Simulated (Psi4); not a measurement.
C6H6, charge +1, doublet, geometry from GFN2-xTB (a state made from the parent by changing its charge; the spin is typed, not shown lowest); BLYP/STO-3G run with Psi4 1.11.

Input for Psi4:
```
memory 2 GB

molecule mol {
1 2
  C    -0.016885    1.369474    0.009616
  C     1.193800    0.671316    0.003901
  C     1.234065   -0.712303    0.094094
  C     0.016885   -1.369474   -0.009616
  C    -1.193800   -0.671316   -0.003901
  C    -1.234065    0.712303   -0.094094
  H    -0.019544    2.441901    0.180806
  H     2.124303    1.207789   -0.156633
  H     2.168263   -1.251091    0.100122
  H     0.019544   -2.441901   -0.180806
  H    -2.124303   -1.207789    0.156633
  H    -2.168263    1.251091   -0.100122
}

set basis sto-3g
set reference uks
set scf_initial_accelerator none

energy('blyp')
print_variables()
```

Question: What does Psi4 print? Leave out banner, timings and long lists.

Answer: 
```
   => Loading Basis Set <=

    Name: STO-3G
    Role: ORBITAL
    Keyword: BASIS

         ---------------------------------------------------------
                                   SCF
               by Justin Turney, Rob Parrish, Andy Simmonett
                          and Daniel G. A. Smith
                              UKS Reference
         ---------------------------------------------------------

  ==> Geometry <==

    Molecular point group: ci
    Full point group: Ci

    Geometry (in Angstrom), charge = 1, multiplicity = 2:

       Center              X                  Y                   Z               Mass
    ------------   -----------------  -----------------  -----------------  -----------------
         C           -0.016885000000     1.369474000000     0.009616000000    12.000000000000
         C            1.193800000000     0.671316000000     0.003901000000    12.000000000000
         C            1.234065000000    -0.712303000000     0.094094000000    12.000000000000
         C            0.016885000000    -1.369474000000    -0.009616000000    12.000000000000
         C           -1.193800000000    -0.671316000000    -0.003901000000    12.000000000000
         C           -1.234065000000     0.712303000000    -0.094094000000    12.000000000000
         H           -0.019544000000     2.441901000000     0.180806000000     1.007825032230
         H            2.124303000000     1.207789000000    -0.156633000000     1.007825032230
         H            2.168263000000    -1.251091000000     0.100122000000     1.007825032230
         H            0.019544000000    -2.441901000000    -0.180806000000     1.007825032230
         H           -2.124303000000    -1.207789000000     0.156633000000     1.007825032230
         H           -2.168263000000     1.251091000000    -0.100122000000     1.007825032230

  Running in ci symmetry.

  Rotational constants: A =      0.19890  B =      0.18462  C =      0.09603 [cm^-1]
  Rotational constants: A =   5962.91788  B =   5534.68222  C =   2878.99022 [MHz]
  Nuclear repulsion =  204.191258113663537

  Charge       = 1
  Multiplicity = 2
  Electrons    = 41
  Nalpha       = 21
  Nbeta        = 20

  ==> Algorithm <==

  SCF Algorithm Type is DF.
  DIIS enabled.
  MOM disabled.
  Fractional occupation disabled.
  Guess Type is SAD.
  Energy threshold   = 1.00e-06
  Density threshold  = 1.00e-06
  Integral threshold = 1.00e-12

  ==> Primary Basis <==

  Basis Set: STO-3G
    Blend: STO-3G
[...]

   @Spin Contamination Metric:   7.619899245E-03
   @S^2 Expected:                7.500000000E-01
   @S^2 Observed:                7.576198992E-01
   @S   Expected:                5.000000000E-01
   @S   Observed:                5.000000000E-01

    Orbital Energies [Eh]
    ---------------------

    Alpha Occupied:

[...]
    Alpha Virtual:

[...]
    Beta Occupied:

[...]
    Beta Virtual:

[...]
      18Au     0.481732

    Final Occupation by Irrep:
             Ag    Au
    DOCC [    10,   10 ]
    SOCC [     1,    0 ]
    NA   [    11,   10 ]
    NB   [    10,   10 ]

  @DF-UKS Final Energy:  -228.97651153962858

   => Energetics <=

    Nuclear Repulsion Energy =            204.1912581136635367
    One-Electron Energy =                -702.1374810713199395
    Two-Electron Energy =                 303.1466739095380944
    DFT Exchange-Correlation Energy =     -34.1769624915102668
    Empirical Dispersion Energy =           0.0000000000000000
    VV10 Nonlocal Energy =                  0.0000000000000000
    Total Energy =                       -228.9765115396285751

  UHF NO Occupations:
  HONO-2 :   10 Ag 1.9983082
  HONO-1 :   10 Au 1.9982663
  HONO-0 :   11 Ag 1.0000000
  LUNO+0 :   11 Au 0.0017337
  LUNO+1 :   12 Ag 0.0016918
  LUNO+2 :   12 Au 0.0001220
  LUNO+3 :   13 Au 0.0000721

Computation Completed

Properties will be evaluated at   0.000000,   0.000000,   0.000000 [a0]

Properties computed using the SCF density matrix

 Multipole Moments:

 ------------------------------------------------------------------------------------
     Multipole            Electronic (a.u.)      Nuclear  (a.u.)        Total (a.u.)
 ------------------------------------------------------------------------------------

 L = 1.  Multiply by 2.5417464519 to convert [e a0] to [Debye]
 Dipole X            :          0.0000000            0.0000000            0.0000000
 Dipole Y            :          0.0000000            0.0000000            0.0000000
 Dipole Z            :          0.0000000            0.0000000            0.0000000
 Magnitude           :                                                    0.0000000

 ------------------------------------------------------------------------------------

  Variable Map:
  ----------------------------------------------------------------------------
[...]
  Array Variable Map:
  ----------------------------------------------------------------------------
[...]
[...]
```
